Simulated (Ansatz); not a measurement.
Relaxation of AlClH5NO (9 atoms, charge 0, multiplicity 1), to a largest force component of 0.03 eV/Å in at most 50 steps.

Level of theory: Ansatz, RKS PBE-D4/6-31G*.

```xyz
9
Properties=species:S:1:pos:R:3
Al -0.030 -0.138 -0.140
Cl -0.195 -0.548 2.024
H 1.394 -0.033 -0.812
N -1.580 -0.263 -1.006
H -2.469 -0.491 -0.565
H -1.681 -0.179 -2.015
O -0.237 2.568 1.047
H -1.201 2.683 0.908
H -0.201 2.019 1.875
```

Task: Where does it end, and by what steps?

Result: The run converged. After 15 steps the energy has fallen by 0.719 eV; H8 moved furthest, 1.12 Å. Joined: Al1–O7 (2.96 → 2.00 Å).

```tsv
step	energy less start (eV)	largest force component (eV/Å)	accepted
0	0.0000	0.937	yes
1	-0.1526	0.957	yes
2	-0.3864	1.111	yes
3	-0.5042	0.875	yes
4	-0.5791	0.395	yes
5	-0.6136	0.459	yes
6	-0.6444	0.720	yes
7	-0.6796	0.573	yes
8	-0.7091	0.309	yes
9	-0.7056	0.539	no
10	-0.7134	0.518	yes
11	-0.7187	0.072	yes
12	-0.7162	0.195	no
13	-0.7194	0.052	yes
14	-0.7194	0.047	yes
15	-0.7194	0.014	yes
```

```xyz
9
Properties=species:S:1:pos:R:3
Al 0.073 0.141 0.153
Cl -0.062 -0.867 2.055
H 1.431 0.087 -0.672
N -1.589 0.289 -0.688
H -2.359 -0.290 -0.344
H -1.639 0.301 -1.710
O -0.324 2.029 0.682
H -1.216 1.810 0.199
H -0.515 2.117 1.642
```

The run took 41 s on 1 thread of Arm Neoverse V2, with other jobs on the host, peak memory 0.14 GiB.
